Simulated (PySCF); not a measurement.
# Ionisation energy of W(66+) by level of theory

W(66+) [He] 2s2 2p4 [2p1/2^2 2p3/2^2, M_J = 2] → W(67+) [He] 2s2 2p3 [2p1/2^2 2p3/2^1, M_J = 3/2], as a difference of total energies. All numbers are calculated (PySCF 2.14, the two-component X2C-1e Hamiltonian, in an uncontracted even-tempered set (16 s from 51 bohr⁻², ratio 2.4; 13 p from 66 bohr⁻², ratio 2.4; 5 d from 220 bohr⁻², ratio 2.6; 4 f from 340 bohr⁻², ratio 2.6)). Correlated levels: nothing frozen; the 28 highest virtual spinors dropped. "Screened" scales the spin-orbit matrix elements by Boettger's factors to mimic the two-electron term; Breit and QED terms are absent.

```
                    method  ionisation energy (eV)
           GHF (spin-free)                 16678.9
          GMP2 (spin-free)                 16680.8
 GHF (screened spin-orbit)                 16312.0
GMP2 (screened spin-orbit)                 16312.3
```

For this ion Breit and QED terms and the two-electron picture change, all absent here, outweigh the correlation shift from GHF to GMP2.

The spin-free rows relax to the high-spin LS determinant and lack the spin-orbit shift.

The labels give the starting determinants; with spin-orbit coupling the two ends relaxed to ⟨J²⟩ = 6.00, ⟨L²⟩ = 3.30, ⟨S²⟩ = 1.38 and ⟨J²⟩ = 3.75, ⟨L²⟩ = 2.61, ⟨S²⟩ = 1.46.

For comparison: 16252 ± 11 eV (semi-empirical (NIST evaluation); NIST Atomic Spectra Database, ionization energies).
